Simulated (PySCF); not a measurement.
# From a computed spectrum to the compound

A species of 8 atoms with charge 0 has these harmonic modes (PBE0, small Gaussian bases with core potentials, PySCF 2.14.0):

| cm⁻¹ | km/mol | symmetry |
| --- | --- | --- |
| 25 | 0.0 | a2 |
| 49 | 18.5 | e |
| 49 | 18.5 | e |
| 160 | 628.0 | a1 |
| 290 | 191.4 | a1 |
| 493 | 20.3 | e |
| 493 | 20.3 | e |
| 550 | 133.4 | e |
| 550 | 133.4 | e |
| 1206 | 160.3 | a1 |
| 1314 | 1205.7 | e |
| 1314 | 1205.7 | e |
| 1371 | 68.5 | a1 |
| 1632 | 26.3 | e |
| 1632 | 26.3 | e |
| 3486 | 26.0 | a1 |
| 3606 | 44.1 | e |
| 3606 | 44.1 | e |

Which species is it, and in which structure?

CeH3(NH3) (singlet in the valence; each metal's 4f electrons, 1 of them, lie in its core potential, out of spins and levels):
```xyz
8

Ce    0.1640   -0.1640    0.1640
H     1.2262    1.3498    1.2262
H    -1.3498   -1.2262    1.2262
H     1.2262   -1.2262   -1.3498
N    -1.3724    1.3724   -1.3724
H    -1.9855    1.9855   -0.8304
H    -0.8304    1.9855   -1.9855
H    -1.9855    0.8304   -1.9855
```
Ideal gas at 298.15 K and 1 bar: S = 362.9 J/(mol K), Cp = 96.1 J/(mol K), H − H(0 K) = 21.8 kJ/mol (rigid rotor, harmonic modes, spin degeneracy alone, that of the 4f electrons in the core included; the modes under 60 cm⁻¹ make these uncertain). An lcecp potential fixes the number of 4f electrons, so in runs with it no electron can move into or out of that shell.
 The answer isn't unique; the calculation gave this one.
